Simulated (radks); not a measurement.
Values are calculated unless marked as measured or tabulated.
Fractional charge and spin in the 3s shell of phosphorus: the spin-up occupation runs from 0 to 1 and the spin-down occupation from 0 to 1; the fullest corner is P+, [Ne] 3p(up 1, down 1) 3s(up 1, down 1). Level of theory: scalar-relativistic Kohn-Sham, PBE, spin-polarised, spherical densities, finite nucleus; Fermi nuclear charge, rms radius of each element as measured or else 0.836 A^(1/3) + 0.57 fm (a radial shooting solver on a logarithmic mesh with Libxc functionals). Energy (eV) minus the two flat planes that join the four corners (they meet along the diagonal where the two added fractions sum to one electron); zero is where a piecewise linear energy would lie.

down \ up       0    0.25     0.5    0.75       1
0           0.000  -1.079  -1.436  -1.074   0.000
0.25       -1.079  -1.331  -0.875   0.286  -0.987
0.5        -1.436  -0.875   0.381  -0.806  -1.311
0.75       -1.074   0.286  -0.806  -1.224  -0.979
1           0.000  -0.987  -1.311  -0.979   0.000

Corners above the fullest one (they belong to P2+ and the next ion): (up 1, down 0) 28.478 eV, (up 0, down 1) 28.478 eV, (up 0, down 0) 69.479 eV. With half an added electron in each spin the energy lies 0.381 eV from the planes, and with half an added electron in spin up alone -1.436 eV. The planes are only a guide here: the flat-plane condition holds for ground states with one frontier orbital, while this shell lies below other occupied shells, so the corners above the fullest one are inner-hole states and not the ground states of those ions.
